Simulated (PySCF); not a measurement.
# One molecule, several mistakes: FH4NSi2

Calculated results; nothing here was measured. The program is PySCF 2.14.0, an open-source quantum chemistry code, run on an isolated molecule that a program drew, which may never have been made. The molecule is FH4NSi2 (charge 0, singlet), drawn as the SMILES string `N[Si][SiH2]F`.

Each row is a Hartree-Fock (HF) and frozen-core CCSD(T) single point in the cc-pV(D+d)Z basis, meant for a local HF minimum. Run 1 is clean. Each other run has one planted mistake out of seven kinds, and not every kind appears here: one electron removed, one electron added, multiplicity raised by two, geometry at a saddle point, minimal basis STO-3G, one bond length entered in bohr, all coordinates scaled. The reference is restricted for singlets and unrestricted otherwise, and also for a bond in bohr. Adding or removing an electron swaps singlet and doublet. Electrons count all cores. HOMO and LUMO are orbital energies over both spins, the gradient is its largest component, and the lowest frequency (negative if imaginary) is given only where the gradient is small. Bond lengths are over the 7 bonds as drawn. T1 is the CCSD diagnostic: over 0.02 (restricted) or 0.045 (unrestricted) a single reference is doubtful.

Geometry of the clean run:
```xyz
8
FH4NSi2, angstrom
N    -2.2909   -0.2929    0.9825
Si   -0.9157   -1.1248    1.5506
Si    0.5295    0.8213    1.6637
F     2.0129    0.4375    1.1111
H    -3.1547   -0.7788    0.8221
H    -2.3755    0.6774    0.7414
H     0.7084    1.3055    3.0543
H     0.0551    1.9672    0.8454
```

```
run  electrons  basis functions  <S^2>  HOMO (eV)  LUMO (eV)  gradient (hartree/bohr)  lowest frequency (cm^-1)  mean bond (Å)  longest bond (Å)      T1  HF (hartree)  CCSD(T) (hartree)                          mistake
  1         48               94  0.000      -8.36       1.21                  2.1e-05                        34         1.5338             2.427  0.0163    -734.13544         -734.73148                         no fault
  2         48               32  0.000      -5.32       6.61                  3.3e-02                         -         1.5338             2.427  0.0189    -725.29792         -725.47403             minimal basis STO-3G
  3         48               94  0.844      -8.75       1.00                  2.3e-02                         -         1.6613             2.427  0.0520    -734.00054         -734.60168  one bond length entered in bohr
  4         48               94  0.000      -8.43       1.12                  1.4e-02                         -         1.5584             2.466  0.0169    -734.13351         -734.73215           all coordinates scaled
  5         48               94  2.013      -6.90       0.19                  3.2e-02                         -         1.5338             2.427  0.0211    -734.08475         -734.65691       multiplicity raised by two
  6         49               94  0.768      -0.27       7.89                  4.6e-02                         -         1.5338             2.427  0.0175    -734.11706         -734.71782                                ?
```

**Which mistake was planted in run 6, and what did it cost?**

It counts 49 electrons, one more than the clean run, at the same geometry and basis. So the mistake is: one electron added. Subtracting run 1 and multiplying by 627.51 kcal/mol a hartree, the energy moved by 11.5 kcal/mol in HF and 8.6 kcal/mol in CCSD(T).

Cautions from the logs. Run 3: T1 is over the limit, so its CCSD(T) energy is less reliable; run 6: the added electron raises the CCSD(T) energy, so it isn't bound in this basis.
